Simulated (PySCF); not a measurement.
## BiCl3 relaxed at several levels

Computed with PySCF 2.14.0, def2-SVP on the ligands, density fitting, scalar-relativistic core potentials, no spin-orbit coupling, vacuum. Each row is relaxed at its own level from the same template. Distances are means of the shortest metal–ligand contacts, charges and spins Mulliken's; removal energies are rigid, with the ligand's formal charge and no counterpoise, so too large; for an anion taken off a cation in vacuum most of it is the attraction of opposite charges, and multiply charged cations can part far more cheaply with an electron moved from ligand to metal.

```json
{"level": "PBE", "basis on the metal": "def2-SVP with ECP60", "point group": "C3v", "M–Cl (Å)": "2.486", "charge on M (e)": "0.83", "dipole (D)": "3.73", "HOMO–LUMO gap (eV)": "4.10", "removal of one Cl (eV)": "9.07", "strongest infrared band, degenerate modes summed (cm⁻¹)": "323", "unstable modes (below −25 cm⁻¹)": "0"}
```

Task: What does the calculation give for r2SCAN, def2-SVP with ECP60?

Result: point group: C3v, M–Cl (Å): 2.470, charge on M (e): 0.95, dipole (D): 4.08, HOMO–LUMO gap (eV): 4.73, removal of one Cl (eV): 9.06, unstable modes (below −25 cm⁻¹): not given.
```xyz
4

Bi    0.0000    0.0000    0.5263
Cl    2.1745    0.0000   -0.6447
Cl   -1.0873    1.8832   -0.6447
Cl   -1.0873   -1.8832   -0.6447
```

One start shape was tried for each, so a minimum needn't be the lowest isomer.
